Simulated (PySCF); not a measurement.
## GaSb at ωB97X-V

Level: ωB97X-V. Ga def2-TZVPPD, Sb def2-TZVPPD with ECP28; scalar-relativistic core potentials (PySCF 2.14).

For GaSb, the state is ³Σ⁻ (triplet), unpaired electrons π ↑↑ and the bond length is 2.736 Å. The harmonic wavenumber is 186 cm⁻¹, the force constant is 0.897 mdyn/Å and the rotational constant Be is 0.05129 cm⁻¹. The anharmonicity ωexe is 0.382 cm⁻¹, the vibration–rotation constant αe is 0.000166 cm⁻¹ and the well depth De to Ga + Sb is 1.91 eV. The dissociation energy D0 is 1.90 eV. The bond order (Mayer) is 1.10. The dipole moment (positive dipole means Ga(−)Sb(+)) is -1.31 D.

These are scalar-relativistic numbers at best; spin–orbit coupling would shift them, the dissociation energy most. The state was picked by a PBE0 search and need not be the measured ground state.
